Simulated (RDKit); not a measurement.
RDKit input (MMFF94):

```python
from rdkit import Chem
from rdkit.Chem import AllChem, rdDetermineBonds

mol = Chem.MolFromXYZFile('mol.xyz')
rdDetermineBonds.DetermineBonds(mol, charge=0)
print('SMILES', Chem.MolToSmiles(Chem.RemoveHs(mol)))
ff = AllChem.MMFFGetMoleculeForceField(mol, AllChem.MMFFGetMoleculeProperties(mol))
e0 = ff.CalcEnergy()
flag = ff.Minimize(maxIts=5000, forceTol=1e-5)
print(f'energy {e0:.4f} -> {ff.CalcEnergy():.4f} kcal/mol, converged: {flag == 0}')
print(Chem.MolToXYZBlock(mol))
```
mol.xyz:
```
4

C     -0.99068100     0.19143400    -0.16200000
S      0.56573500    -0.10932000     0.09251100
H     -1.32804100     1.00501400    -0.80207300
H     -1.77962700    -0.40450400     0.29389400
```

Output:

```
SMILES C=S
energy 1.8307 -> 0.1127 kcal/mol, converged: True
4

C     -1.001349    0.193496   -0.163744
S      0.617726   -0.119370    0.101007
H     -1.346428    1.016109   -0.810968
H     -1.802562   -0.407610    0.296036
```

The geometry given is a B3LYP-D3(BJ)/def2-TZVP minimum.
